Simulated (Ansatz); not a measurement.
Relaxation of the cluster Al₇H with RKS B3LYP-D4/def2-SVP.

```sh
$ ansatz run in.yaml --threads 4 --pin off --events-out ev --progress --plain --max-ram 4787MiB
```

```yaml
crystal:
  periodic: [false, false, false]
  atoms:
    - {symbol: Al, position_ang: [1.296020, 0.877480, 0.209630]}
    - {symbol: Al, position_ang: [2.088440, -1.162990, -1.228770]}
    - {symbol: Al, position_ang: [-0.205920, -0.417840, 1.951910]}
    - {symbol: Al, position_ang: [0.836100, -2.414320, 0.738230]}
    - {symbol: Al, position_ang: [-0.494180, 1.421380, -1.549520]}
    - {symbol: Al, position_ang: [0.512970, -0.453380, -3.090470]}
    - {symbol: Al, position_ang: [-2.199860, 1.115510, 0.491290]}
    - {symbol: H, position_ang: [-1.833570, 1.034160, 2.477700]}
basis:
  gaussian: {orbitals: def2-SVP}
hamiltonian: {xc: {name: B3LYP}, dispersion: d4}
scf: {lower_state_search: "off"}
output: {orbitals: {seedname: orbitals}}
relax: {f_tol: 0.02, max_steps: 100}
```

Run time 35 s (4 threads of AMD EPYC 7B13 on a shared host).

Positions (Å) and forces (eV/Å) at steps 1, 2, 3, 4, 5, 6, 7, 8, 9, 10, 11, 12, 13, 14, 15, 16, 17 of 17:

```xyz
8
step=1 energy=-46181.3490 eV
Al    1.296    0.877    0.210   -0.121    0.019    0.076
Al    2.088   -1.163   -1.229    0.415   -0.139    0.160
Al   -0.206   -0.418    1.952   -0.442    0.872    0.639
Al    0.836   -2.414    0.738   -0.105   -0.232   -0.227
Al   -0.494    1.421   -1.550   -0.167    0.059    0.128
Al    0.513   -0.453   -3.090   -0.148   -0.028   -0.276
Al   -2.200    1.116    0.491    0.050    0.163    0.749
H    -1.834    1.034    2.478    0.518   -0.714   -1.249
8
step=2 energy=-46181.7170 eV
Al    1.279    0.875    0.221   -0.111   -0.063    0.026
Al    2.123   -1.171   -1.219    0.212   -0.035    0.099
Al   -0.235   -0.341    2.018   -0.068    0.370    0.365
Al    0.800   -2.403    0.730   -0.207    0.073   -0.032
Al   -0.518    1.422   -1.532   -0.083   -0.043    0.041
Al    0.505   -0.458   -3.103   -0.076    0.046   -0.047
Al   -2.199    1.144    0.552   -0.178    0.241   -0.019
H    -1.754    0.931    2.333    0.511   -0.588   -0.432
8
step=3 energy=-46181.9210 eV
Al    1.253    0.858    0.224   -0.138    0.012   -0.022
Al    2.154   -1.175   -1.201   -0.002   -0.040    0.024
Al   -0.205   -0.289    2.100    0.040    0.109    0.019
Al    0.737   -2.363    0.727   -0.131    0.138    0.033
Al   -0.542    1.413   -1.527    0.000   -0.087    0.035
Al    0.502   -0.449   -3.092    0.026    0.057    0.083
Al   -2.250    1.205    0.535   -0.024    0.112   -0.048
H    -1.649    0.800    2.233    0.229   -0.301   -0.124
8
step=4 energy=-46181.9761 eV
Al    1.203    0.881    0.195   -0.042    0.019    0.006
Al    2.145   -1.191   -1.157   -0.066   -0.072    0.011
Al   -0.140   -0.260    2.128    0.177   -0.068   -0.088
Al    0.661   -2.338    0.739   -0.006    0.076    0.002
Al   -0.579    1.408   -1.548   -0.042   -0.025   -0.045
Al    0.531   -0.426   -3.057    0.073    0.033    0.055
Al   -2.245    1.251    0.526    0.086   -0.004    0.105
H    -1.577    0.675    2.173   -0.180    0.040   -0.045
8
step=5 energy=-46182.0201 eV
Al    1.095    0.867    0.058   -0.073   -0.149    0.052
Al    2.129   -1.320   -1.098   -0.156    0.140   -0.028
Al   -0.055   -0.221    2.132    0.108   -0.052   -0.185
Al    0.651   -2.373    0.816    0.015    0.084    0.066
Al   -0.726    1.454   -1.657    0.025   -0.132   -0.032
Al    0.688   -0.304   -3.032    0.057    0.048    0.104
Al   -2.186    1.331    0.602    0.084    0.069   -0.012
H    -1.596    0.565    2.179   -0.059   -0.008    0.035
8
step=6 energy=-46182.0604 eV
Al    0.969    0.829    0.003    0.006   -0.206   -0.012
Al    2.069   -1.356   -1.075   -0.119    0.127   -0.050
Al   -0.022   -0.224    2.149   -0.062   -0.024   -0.143
Al    0.676   -2.390    0.894    0.059    0.095    0.001
Al   -0.836    1.385   -1.748    0.026   -0.084   -0.058
Al    0.839   -0.197   -3.081    0.009    0.053    0.212
Al   -2.088    1.471    0.667    0.057    0.031   -0.074
H    -1.607    0.482    2.190    0.024    0.007    0.126
8
step=7 energy=-46182.0920 eV
Al    0.857    0.683   -0.059    0.045    0.044    0.093
Al    2.107   -1.402   -1.109   -0.079    0.066   -0.015
Al   -0.065   -0.238    2.163   -0.171    0.035   -0.189
Al    0.742   -2.345    0.911    0.052   -0.088    0.030
Al   -0.932    1.328   -1.806   -0.034   -0.089   -0.025
Al    0.941   -0.107   -3.064   -0.036    0.051    0.104
Al   -2.010    1.595    0.715    0.133   -0.019   -0.092
H    -1.640    0.486    2.248    0.091    0.001    0.094
8
step=8 energy=-46182.1242 eV
Al    0.789    0.644   -0.102    0.018   -0.064    0.131
Al    2.118   -1.393   -1.096    0.033    0.021   -0.053
Al   -0.148   -0.295    2.098   -0.059    0.009   -0.180
Al    0.819   -2.391    0.940   -0.001    0.097   -0.046
Al   -1.050    1.221   -1.848    0.029   -0.012   -0.044
Al    1.010   -0.029   -3.032   -0.095   -0.032    0.185
Al   -1.893    1.729    0.744    0.015    0.010   -0.092
H    -1.645    0.515    2.297    0.060   -0.029    0.101
8
step=9 energy=-46182.1777 eV
Al    0.769    0.592   -0.120   -0.041   -0.015   -0.012
Al    2.243   -1.344   -1.094    0.068    0.016   -0.035
Al   -0.287   -0.364    1.994   -0.052    0.040   -0.124
Al    0.878   -2.391    0.874   -0.051    0.096   -0.020
Al   -1.141    1.117   -1.841    0.071   -0.030   -0.001
Al    0.988   -0.045   -2.945   -0.140   -0.026    0.280
Al   -1.783    1.859    0.765    0.032    0.041   -0.037
H    -1.666    0.577    2.367    0.113   -0.122   -0.050
8
step=10 energy=-46182.2469 eV
Al    0.767    0.574   -0.155   -0.045    0.027    0.211
Al    2.400   -1.290   -1.057   -0.042    0.072   -0.089
Al   -0.399   -0.421    1.860   -0.105    0.162   -0.114
Al    0.909   -2.395    0.792   -0.055    0.167   -0.015
Al   -1.241    1.043   -1.809    0.015   -0.032    0.108
Al    0.904   -0.097   -2.778   -0.007   -0.143    0.027
Al   -1.668    1.997    0.783    0.180   -0.112    0.025
H    -1.673    0.591    2.362    0.059   -0.141   -0.153
8
step=11 energy=-46182.3237 eV
Al    0.823    0.584   -0.130   -0.025    0.025    0.243
Al    2.534   -1.220   -1.062   -0.129    0.014   -0.036
Al   -0.527   -0.434    1.747    0.072   -0.016   -0.145
Al    0.906   -2.315    0.691    0.004    0.181   -0.043
Al   -1.296    0.933   -1.697   -0.117    0.067    0.203
Al    0.796   -0.195   -2.666    0.124   -0.167   -0.040
Al   -1.488    2.068    0.824    0.101   -0.108   -0.073
H    -1.748    0.578    2.293   -0.030    0.004   -0.110
8
step=12 energy=-46182.3919 eV
Al    0.903    0.615   -0.067   -0.146   -0.039    0.012
Al    2.608   -1.182   -1.080   -0.146    0.010   -0.032
Al   -0.613   -0.453    1.646    0.088    0.007   -0.133
Al    0.916   -2.226    0.603    0.031    0.140   -0.013
Al   -1.339    0.855   -1.529   -0.002    0.085    0.117
Al    0.699   -0.287   -2.573    0.122   -0.047    0.104
Al   -1.355    2.104    0.833    0.080   -0.345    0.020
H    -1.819    0.575    2.167   -0.028    0.189   -0.075
8
step=13 energy=-46182.3653 eV rejected
Al    0.960    0.640   -0.009   -0.078   -0.086   -0.231
Al    2.646   -1.160   -1.112    0.093   -0.042   -0.047
Al   -0.692   -0.459    1.559    0.183   -0.458    0.071
Al    0.934   -2.085    0.537    0.089   -0.209    0.088
Al   -1.356    0.839   -1.370   -0.023    0.003   -0.405
Al    0.604   -0.374   -2.469    0.033    0.144    0.195
Al   -1.211    1.981    0.855   -0.235    0.372    0.185
H    -1.884    0.618    2.009   -0.062    0.277    0.144
8
step=14 energy=-46182.4398 eV
Al    0.893    0.609   -0.052   -0.013   -0.030   -0.036
Al    2.606   -1.182   -1.097    0.043   -0.014    0.014
Al   -0.638   -0.471    1.622    0.081   -0.151   -0.017
Al    0.948   -2.177    0.606    0.019    0.018    0.007
Al   -1.344    0.894   -1.503   -0.030    0.028   -0.028
Al    0.675   -0.312   -2.531   -0.035    0.043    0.051
Al   -1.316    2.021    0.847   -0.005   -0.100    0.044
H    -1.824    0.618    2.108   -0.060    0.206   -0.036
8
step=15 energy=-46182.4582 eV
Al    0.876    0.571   -0.034   -0.004    0.050   -0.013
Al    2.646   -1.173   -1.124   -0.011   -0.007    0.026
Al   -0.701   -0.545    1.601    0.052   -0.008   -0.003
Al    1.029   -2.144    0.636    0.011   -0.044    0.012
Al   -1.375    0.971   -1.522    0.000    0.007    0.010
Al    0.617   -0.340   -2.469   -0.011    0.038   -0.042
Al   -1.271    1.988    0.856    0.042   -0.128   -0.019
H    -1.821    0.672    2.057   -0.079    0.092    0.029
8
step=16 energy=-46182.4627 eV
Al    0.873    0.566   -0.037   -0.008   -0.030   -0.021
Al    2.629   -1.185   -1.126    0.046   -0.001   -0.012
Al   -0.691   -0.552    1.624   -0.024    0.019    0.031
Al    1.046   -2.153    0.666    0.004   -0.026   -0.017
Al   -1.386    0.981   -1.536    0.009    0.020   -0.008
Al    0.623   -0.299   -2.493   -0.005   -0.012    0.023
Al   -1.253    1.938    0.847   -0.054    0.057    0.001
H    -1.841    0.703    2.055    0.032   -0.026    0.003
8
step=17 energy=-46182.4644 eV
Al    0.868    0.565   -0.039   -0.007    0.005    0.001
Al    2.639   -1.180   -1.123    0.010   -0.001    0.000
Al   -0.685   -0.545    1.632    0.003   -0.012    0.004
Al    1.036   -2.158    0.651   -0.003   -0.009    0.010
Al   -1.378    0.990   -1.543    0.005   -0.003    0.002
Al    0.624   -0.314   -2.490   -0.010    0.008   -0.007
Al   -1.269    1.945    0.846   -0.002    0.013   -0.006
H    -1.835    0.698    2.066    0.005   -0.002   -0.004
```

The structure comes from a short search, and lower isomers may exist.
